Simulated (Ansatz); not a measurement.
Geometry optimisation, Ansatz 0.2.0, DFT PBE, scalar-relativistic, plane waves, PAW.

Input file:

```yaml
crystal:
  lattice:
    - [-2.29, -3.966396, 0.0]
    - [3.435, -1.983198, 0.0]
    - [0.0, 0.0, 7.17686]
  atoms:
    - { symbol: Be, position: [0.75000007, 0.50000004, 0.0] }
    - { symbol: Be, position: [0.50000004, 0.33333336, 0.25] }
    - { symbol: Be, position: [0.75000007, 0.50000004, 0.5] }
    - { symbol: Be, position: [0.50000004, 0.33333336, 0.75] }
    - { symbol: Be, position: [0.50000003, 2.0e-08, 0.0] }
    - { symbol: Be, position: [0.25000004, 0.83333336, 0.25] }
    - { symbol: Be, position: [0.50000003, 2.0e-08, 0.5] }
    - { symbol: Be, position: [0.25000004, 0.83333336, 0.75] }
    - { symbol: Be, position: [0.25000003, 0.50000002, 0.0] }
    - { symbol: Be, position: [1.0e-08, 0.33333334, 0.25] }
    - { symbol: Be, position: [0.25000003, 0.50000002, 0.5] }
    - { symbol: Be, position: [1.0e-08, 0.33333334, 0.75] }
    - { symbol: Be, position: [0.0, 0.0, 0.0] }
    - { symbol: Be, position: [0.75000008, 0.83333338, 0.25] }
    - { symbol: Be, position: [0.0, 0.0, 0.5] }
    - { symbol: Be, position: [0.75000008, 0.83333338, 0.75] }
    - { symbol: H, position: [0.25954071, 0.17276841, 0.12524367] }
basis:
  ecutwfc: 420.0
kpoints:
  mp_grid: { grid: [5, 5, 3] }
hamiltonian:
  xc: pbe
scf:
  occupations: { method: gaussian, width: 0.1 }
  lower_state_search: "off"
relax:
  f_tol: 0.03
  max_steps: 60
  adjacent_minimum: "off"
```

Run as:

```bash
$ ansatz run input.yaml --threads 1 --pin off --max-ram 3072MiB --backend cpu --events-out ev --progress --plain --runs-dir out
```

Where does it end, and by what steps?

It converged. Limits of this set-up: coarse k mesh, odd electron count without spin. After 4 steps the energy has fallen by 0.075 eV; Be5 moved furthest, 0.05 Å.

```tsv
step	energy less start (eV)	largest force component (eV/Å)	accepted
0	0.0000	0.509	yes
1	-0.0562	0.255	yes
2	-0.0739	0.058	yes
3	-0.0743	0.040	yes
4	-0.0747	0.011	yes
```

```xyz
17
Lattice="-2.2900 -3.9664 0.0000 3.4350 -1.9832 0.0000 0.0000 0.0000 7.1769" Properties=species:S:1:pos:R:3
Be 0.004 -3.973 -0.005
Be 0.003 -2.684 1.818
Be 0.003 -3.972 3.609
Be 0.005 -2.652 5.387
Be -1.181 -2.001 -0.024
Be 2.264 -2.630 1.816
Be -1.152 -1.984 3.584
Be 2.305 -2.655 5.368
Be 1.175 -2.001 -0.022
Be 1.177 -0.646 1.817
Be 1.131 -1.978 3.604
Be 1.151 -0.666 5.387
Be -0.002 0.035 -0.023
Be 1.139 -4.628 1.798
Be -0.005 0.002 3.584
Be 1.140 -4.628 5.362
H 0.002 -1.332 0.900
```

Run time: 50 s on 1 thread of Arm Neoverse V1, with other jobs on the host, peak memory 0.4 GiB.
